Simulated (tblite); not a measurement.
Compound: C6H12O2SSi.
Numbering: `[CH3:1][CH2:2][O:3]/[CH:4]=[CH:5]/[Si@@H:6]1[O:7][CH2:8][CH2:9][S:10]1` (hydrogens: H11, H12, H13 on C1; H14, H15 on C2; H16 on C4; H17 on C5; H18 on Si6; H19, H20 on C8; H21, H22 on C9)

Computed with GFN2-xTB (tblite), gas phase: L-BFGS steps from a force-field or distance-geometry start until the largest atomic force falls under 0.01 eV/Å.

Step 15: E = -874.0114 eV
```
atom  x, y, z in Å  |  force x, y, z in eV/Å
C1      4.3290   -0.4654   -0.1274    0.005  -0.017   0.003
C2      2.9412    0.0938    0.1340    0.003  -0.007  -0.002
O3      2.0668   -0.9912    0.3994   -0.004   0.013   0.017
C4      0.7780   -0.7107    0.6513   -0.005   0.010  -0.007
C5      0.1860    0.4838    0.6999    0.003   0.020   0.020
Si6    -1.6266    0.7321    1.0403   -0.034  -0.018   0.028
O7     -2.5376   -0.6056    0.8178    0.020  -0.029  -0.005
C8     -3.2041   -0.7108   -0.4093    0.015  -0.027   0.016
C9     -3.7785    0.6388   -0.8086   -0.019  -0.025  -0.016
S10    -2.4898    1.9007   -0.5584    0.002   0.038  -0.018
H11     5.0196    0.3471   -0.3352    0.000  -0.012  -0.001
H12     4.6764   -1.0172    0.7414    0.013  -0.005   0.006
H13     4.3032   -1.1402   -0.9783    0.009  -0.003  -0.008
H14     2.9575    0.7743    0.9963    0.003  -0.006  -0.005
H15     2.5804    0.6483   -0.7424    0.003   0.012   0.000
H16     0.2267   -1.6262    0.8214   -0.006   0.007  -0.008
H17     0.7773    1.3710    0.5371    0.003   0.047   0.007
H18    -2.0183    1.2484    2.3428    0.017  -0.004  -0.006
H19    -2.4939   -1.0536   -1.1704   -0.031  -0.008  -0.046
H20    -3.9969   -1.4565   -0.3011   -0.019   0.012   0.024
H21    -4.0735    0.6562   -1.8539    0.006   0.003  -0.046
H22    -4.6333    0.9023   -0.1868    0.017   0.002   0.047
```

Step 16: E = -874.0120 eV
```
atom  x, y, z in Å  |  force x, y, z in eV/Å
C1      4.3294   -0.4664   -0.1274    0.003  -0.007   0.003
C2      2.9417    0.0934    0.1343    0.002   0.001  -0.009
O3      2.0670   -0.9911    0.3994   -0.006   0.017   0.021
C4      0.7786   -0.7095    0.6512   -0.023   0.021  -0.006
C5      0.1864    0.4851    0.7004   -0.005   0.031   0.021
Si6    -1.6277    0.7335    1.0400    0.011  -0.037   0.029
O7     -2.5337   -0.6072    0.8157    0.011  -0.021  -0.007
C8     -3.2035   -0.7117   -0.4093    0.001  -0.009  -0.001
C9     -3.7789    0.6387   -0.8088   -0.005  -0.026  -0.014
S10    -2.4892    1.9017   -0.5584   -0.025   0.021  -0.031
H11     5.0197    0.3463   -0.3349    0.001  -0.013  -0.003
H12     4.6769   -1.0173    0.7420    0.012  -0.011  -0.001
H13     4.3031   -1.1406   -0.9791    0.012  -0.002   0.004
H14     2.9583    0.7744    0.9967    0.002  -0.014  -0.013
H15     2.5805    0.6478   -0.7424    0.009   0.009   0.009
H16     0.2257   -1.6240    0.8204   -0.006  -0.003  -0.006
H17     0.7777    1.3728    0.5380   -0.002   0.038   0.009
H18    -2.0206    1.2458    2.3436    0.016   0.000  -0.004
H19    -2.4951   -1.0560   -1.1725   -0.051  -0.001  -0.031
H20    -3.9980   -1.4554   -0.2981   -0.008   0.011   0.017
H21    -4.0752    0.6553   -1.8544    0.018   0.006  -0.024
H22    -4.6336    0.9037   -0.1864    0.033  -0.010   0.037
```

Step 17: E = -874.0125 eV
```
atom  x, y, z in Å  |  force x, y, z in eV/Å
C1      4.3298   -0.4676   -0.1273    0.000   0.002   0.002
C2      2.9424    0.0930    0.1345    0.001   0.006  -0.011
O3      2.0670   -0.9908    0.4000   -0.012   0.017   0.019
C4      0.7787   -0.7078    0.6510   -0.033   0.030  -0.002
C5      0.1869    0.4871    0.7013   -0.009   0.038   0.019
Si6    -1.6286    0.7343    1.0401    0.046  -0.041   0.013
O7     -2.5294   -0.6093    0.8133    0.001  -0.012  -0.012
C8     -3.2029   -0.7129   -0.4094   -0.017   0.009  -0.020
C9     -3.7794    0.6382   -0.8093    0.012  -0.016  -0.007
S10    -2.4892    1.9032   -0.5589   -0.043  -0.010  -0.028
H11     5.0198    0.3454   -0.3347    0.004  -0.012  -0.004
H12     4.6776   -1.0176    0.7426    0.009  -0.015  -0.009
H13     4.3033   -1.1410   -0.9798    0.013  -0.003   0.014
H14     2.9593    0.7742    0.9968    0.004  -0.016  -0.016
H15     2.5807    0.6476   -0.7423    0.014   0.006   0.014
H16     0.2246   -1.6218    0.8193   -0.005  -0.005  -0.005
H17     0.7780    1.3754    0.5392   -0.008   0.025   0.014
H18    -2.0227    1.2432    2.3443    0.013   0.006   0.000
H19    -2.4973   -1.0585   -1.1754   -0.063   0.001  -0.016
H20    -3.9994   -1.4542   -0.2946    0.001   0.006   0.010
H21    -4.0765    0.6544   -1.8554    0.025   0.006   0.005
H22    -4.6332    0.9050   -0.1853    0.045  -0.023   0.021
```

Task: Estimate the geometry and energy of step 18. (The exact step hangs on the optimiser's Hessian estimate; all steps are aligned on step 17, rigid shifts and turns removed.)

Result: E = -874.0132 eV, largest force 0.069 eV/Å
```
atom  x, y, z in Å  |  force x, y, z in eV/Å
C1      4.3303   -0.4692   -0.1272   -0.003   0.009   0.001
C2      2.9432    0.0925    0.1346   -0.002   0.008  -0.007
O3      2.0667   -0.9899    0.4010   -0.018   0.014   0.013
C4      0.7784   -0.7052    0.6507   -0.033   0.034   0.004
C5      0.1874    0.4903    0.7028   -0.007   0.037   0.013
Si6    -1.6292    0.7346    1.0405    0.061  -0.029  -0.014
O7     -2.5239   -0.6122    0.8100   -0.008   0.000  -0.020
C8     -3.2024   -0.7143   -0.4098   -0.035   0.023  -0.033
C9     -3.7798    0.6373   -0.8100    0.028   0.001   0.003
S10    -2.4898    1.9047   -0.5600   -0.045  -0.048  -0.010
H11     5.0202    0.3439   -0.3346    0.008  -0.008  -0.006
H12     4.6786   -1.0183    0.7432    0.004  -0.019  -0.016
H13     4.3038   -1.1417   -0.9804    0.013  -0.007   0.021
H14     2.9606    0.7738    0.9967    0.007  -0.011  -0.013
H15     2.5813    0.6474   -0.7419    0.018   0.004   0.013
H16     0.2231   -1.6189    0.8177   -0.003   0.001  -0.005
H17     0.7782    1.3793    0.5409   -0.012   0.012   0.019
H18    -2.0251    1.2399    2.3452    0.010   0.010   0.003
H19    -2.5014   -1.0618   -1.1794   -0.067   0.001  -0.004
H20    -4.0011   -1.4524   -0.2900    0.007  -0.002   0.001
H21    -4.0778    0.6535   -1.8567    0.029   0.005   0.034
H22    -4.6317    0.9061   -0.1835    0.049  -0.036   0.003
```

The energy changes by -0.0007 eV. The first-order estimate −F·Δx gives -0.0009 eV and the mean of the old and new forces, exact on a quadratic surface, -0.0007 eV. The step makes an angle of 67° with the force vector and moves no atom by more than 0.007 Å.

What follows is the cost of the whole relaxation. The run took 2.6 s of wall time on one thread, Arm Neoverse N1 (aarch64), no GPU, shared host with 64 logical CPUs at a one-minute load of 57.
